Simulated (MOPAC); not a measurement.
Input for MOPAC: AM1 on BeBrCl (SMILES [Cl][Be][Br]), a point of a bond scan (R = 2.936 Å).

```
AM1 1SCF PRECISE CHARGE=0 THREADS=1
BeBrCl

Be    -0.00000000 1    -0.00000000 1    -0.67601116 1
Cl    -0.00000000 1    -0.00000000 1    -2.47866670 1
Br     0.00000000 1     0.00000000 1     2.25977894 1
```

The log:

```
*******************************************************************************
 **                                                                           **
 **                              MOPAC v23.2.5                                **
 **                                                                           **
 *******************************************************************************
 ** MOPAC's Digital Object Identifier: https://doi.org/10.5281/zenodo.6511958 **
 **                                                                           **
 ** Please cite the open-source release paper for use of this MOPAC version:  **
 ** J. E. Moussa and J. J. P. Stewart (2026)                                  **
 ** MOPAC: An open-source semiempirical molecular orbital program             **
 ** J. Open Source Softw., 11(119), 8025, https://doi.org/10.21105/joss.08025 **
 *******************************************************************************

                              AM1 CALCULATION RESULTS

 *******************************************************************************
 *  AM1        - The AM1 Hamiltonian to be used
 *
 *
 *
 *                 CHARGE ON SYSTEM = 0
 *
 *
 *
 *  PRECISE    - TIGHTER CRITERIA TO BE USED
 *  1SCF       - DO 1 SCF AND THEN STOP
 *  THREADS=1  - MULTI-THREADING NOT USED
 *  T=         - A TIME OF 172800.0 SECONDS REQUESTED
 *  DUMP=N     - RESTART FILE WRITTEN EVERY 7200.0 SECONDS REQUESTED
 *******************************************************************************
AM1 1SCF PRECISE CHARGE=0 THREADS=1
 BeBrCl

   ATOM   CHEMICAL          X               Y               Z
  NUMBER   SYMBOL      (ANGSTROMS)     (ANGSTROMS)     (ANGSTROMS)

     1      Be         -0.00000000  *  -0.00000000  *  -0.67601116  *
     2      Cl         -0.00000000  *  -0.00000000  *  -2.47866670  *
     3      Br          0.00000000  *   0.00000000  *   2.25977894  *



          CARTESIAN COORDINATES

    NO.       ATOM           X           Y           Z

     1        Be         -0.0000     -0.0000     -0.6760
     2        Cl         -0.0000     -0.0000     -2.4787
     3        Br          0.0000      0.0000      2.2598

 Be: (AM1): J. J. P. STEWART, J. MOL. MOD., 10, 155-164 (2004)
 Cl: (AM1): M.J.S. DEWAR AND E. G. ZOEBISCH, THEOCHEM, 180, 1 (1988).
 Br: (AM1): M.J.S. DEWAR AND E. G. ZOEBISCH, THEOCHEM, 180, 1 (1988).

           Empirical Formula: Be Cl Br  =     3 atoms



      MOLECULAR POINT GROUP   :   C*v


      RHF CALCULATION, NO. OF DOUBLY OCCUPIED LEVELS = 8


 -------------------------------------------------------------------------------
 AM1 1SCF PRECISE CHARGE=0 THREADS=1
 BeBrCl



     1SCF WAS SPECIFIED, SO BFGS WAS NOT USED
     SCF FIELD WAS ACHIEVED


                              AM1 CALCULATION
                                                       MOPAC v23.2.5 Linux




          FINAL HEAT OF FORMATION =         -4.60093 KCAL/MOL =     -19.25027 KJ/MOL


          COSMO AREA              =        117.74 SQUARE ANGSTROMS
          COSMO VOLUME            =        101.85 CUBIC ANGSTROMS

          IONIZATION POTENTIAL    =         10.559855 EV
          HOMO LUMO ENERGIES (EV) =        -10.560 -1.952
          NO. OF FILLED LEVELS    =          8
          MOLECULAR WEIGHT        =        124.3692         POINT GROUP:  C*v

          MOLECULAR DIMENSIONS (Angstroms)

            Atom       Atom       Distance
           Br     3   Cl     2     4.73845
           Br     3   Cl     2     0.00000
           Be     1   Cl     2     0.00000


          SCF CALCULATIONS        =          1





   ATOM   CHEMICAL          X               Y               Z
  NUMBER   SYMBOL      (ANGSTROMS)     (ANGSTROMS)     (ANGSTROMS)

     1      Be         -0.00000000  *  -0.00000000  *  -0.67601116  *
     2      Cl         -0.00000000  *  -0.00000000  *  -2.47866670  *
     3      Br          0.00000000  *   0.00000000  *   2.25977894  *

                             CARTESIAN COORDINATES

   1   Be       -0.000000000    -0.000000000    -0.676011160
   2   Cl       -0.000000000    -0.000000000    -2.478666700
   3   Br        0.000000000     0.000000000     2.259778940


           Empirical Formula: Be Cl Br  =     3 atoms



      MOLECULAR POINT GROUP   :   C*v


                  EIGENVALUES
 -37.79496 -29.44315 -14.49982 -13.27372 -13.27372 -11.38535 -10.55986 -10.55986
  -1.95176  -0.16986   1.87745   1.87745


              NET ATOMIC CHARGES AND DIPOLE CONTRIBUTIONS

  ATOM NO.   TYPE          CHARGE      No. of ELECS.   s-Pop       p-Pop
    1         Be           0.467183        1.5328     0.69878     0.83404
    2         Cl          -0.248389        7.2484     1.94735     5.30104
    3         Br          -0.218794        7.2188     1.97931     5.23948
 DIPOLE           X         Y         Z       TOTAL
 POINT-CHG.     0.000     0.000    -0.935     0.935
 HYBRID        -0.000     0.000    -1.197     1.197
 SUM           -0.000     0.000    -2.132     2.132


          ATOMIC ORBITAL ELECTRON POPULATIONS

     Atom    s        px        py        pz
    1 Be   0.69878   0.12121   0.12121   0.59163
    2 Cl   1.94735   1.88945   1.88945   1.52215
    3 Br   1.97931   1.98935   1.98935   1.26079

 **********************
 *                    *
 * JOB ENDED NORMALLY *
 *                    *
 **********************




 == MOPAC DONE ==
```

The run finished.

Cost: very roughly 0.04 core-seconds.
